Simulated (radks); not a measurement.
Ionisation of the phosphorus ion P+, [Ne] 3s2 3p2, to [Ne] 3s2 3p1 as the strength of local exchange is varied. Calculated with a radial shooting solver on a logarithmic mesh with Libxc functionals: non-relativistic Kohn-Sham, Slater X-alpha exchange (alpha = 2/3 is LDA exchange), no correlation, spin-polarised, spherical densities, point nucleus; open shells are filled with parallel spins first.

| alpha | E(P+) (hartree) | exchange (hartree) | IE (eV) | -e of the level emptied (eV) | <r> of it (bohr) |
|---|---|---|---|---|---|
| 0.559 | -335.24554 | -16.99800 | 17.494 | 12.782 (3p) | 2.204 |
| 0.608 | -336.73823 | -18.55508 | 18.112 | 13.366 (3p) | 2.174 |
| 0.656 | -338.20569 | -20.09083 | 18.728 | 13.950 (3p) | 2.146 |
| 0.667 | -338.54272 | -20.44423 | 18.870 | 14.085 (3p) | 2.139 |
| 0.698 | -339.49398 | -21.44309 | 19.275 | 14.470 (3p) | 2.122 |
| 0.77 | -341.71170 | -23.77965 | 20.230 | 15.383 (3p) | 2.082 |
| 0.804 | -342.76301 | -24.89110 | 20.690 | 15.823 (3p) | 2.064 |
| 1.016 | -349.37681 | -31.93805 | 23.666 | 18.695 (3p) | 1.959 |

NIST Atomic Spectra Database: 19.769 eV (semi-empirical). The Delta-SCF value meets it near alpha = 0.74. Open shells are spherical and high-spin; term and fine-structure splittings are not resolved.
